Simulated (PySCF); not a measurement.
# Ga (gallium, neutral) across methods

[Ar] 3d10 4s2 4p1, 2P determinant. Computed with PySCF 2.14 in x2c-QZVPPall (11s7p5d4f1g, 94 functions), with the spin-free X2C one-electron Hamiltonian (Gaussian nucleus).

```json
{"method": "UHF", "E (hartree)": "-1942.23065", "mean ε 4s α (eV)": "-12.668", "mean ε 4s β (eV)": "-11.005", "mean ε 4p α (eV)": "-5.819", "Σ⟨r²⟩ (bohr²)": "40.39", "⟨S²⟩": "0.762"}
{"method": "M06", "E (hartree)": "-1943.897", "mean ε 4s α (eV)": "-10.302", "mean ε 4s β (eV)": "-9.944", "mean ε 4p α (eV)": "-3.414", "Σ⟨r²⟩ (bohr²)": "39.30", "⟨S²⟩": "0.751"}
{"method": "B3LYP", "E (hartree)": "-1943.947", "mean ε 4s α (eV)": "-10.042", "mean ε 4s β (eV)": "-9.406", "mean ε 4p α (eV)": "-3.519", "Σ⟨r²⟩ (bohr²)": "39.65", "⟨S²⟩": "0.752"}
{"method": "r2SCAN0", "E (hartree)": "-1943.820", "mean ε 4s α (eV)": "-10.401", "mean ε 4s β (eV)": "-9.566", "mean ε 4p α (eV)": "-3.943", "Σ⟨r²⟩ (bohr²)": "39.18", "⟨S²⟩": "0.756"}
{"method": "LDA", "E (hartree)": "-1940.758", "mean ε 4s α (eV)": "-9.364", "mean ε 4s β (eV)": "-8.843", "mean ε 4p α (eV)": "-2.930", "Σ⟨r²⟩ (bohr²)": "39.51", "⟨S²⟩": "0.751"}
{"method": "PBE0", "E (hartree)": "-1943.631", "mean ε 4s α (eV)": "-10.190", "mean ε 4s β (eV)": "-9.377", "mean ε 4p α (eV)": "-3.764", "Σ⟨r²⟩ (bohr²)": "39.49", "⟨S²⟩": "0.753"}
{"method": "PW91", "E (hartree)": "-1944.075", "mean ε 4s α (eV)": "-9.190", "mean ε 4s β (eV)": "-8.608", "mean ε 4p α (eV)": "-2.962", "Σ⟨r²⟩ (bohr²)": "39.55", "⟨S²⟩": "0.752"}
{"method": "r2SCAN", "E (hartree)": "-1943.863", "mean ε 4s α (eV)": "-9.390", "mean ε 4s β (eV)": "-8.757", "mean ε 4p α (eV)": "-3.186", "Σ⟨r²⟩ (bohr²)": "39.15", "⟨S²⟩": "0.756"}
{"method": "PBE", "E (hartree)": "-1943.624", "mean ε 4s α (eV)": "-9.121", "mean ε 4s β (eV)": "-8.545", "mean ε 4p α (eV)": "-2.931", "Σ⟨r²⟩ (bohr²)": "39.69", "⟨S²⟩": "0.752"}
```
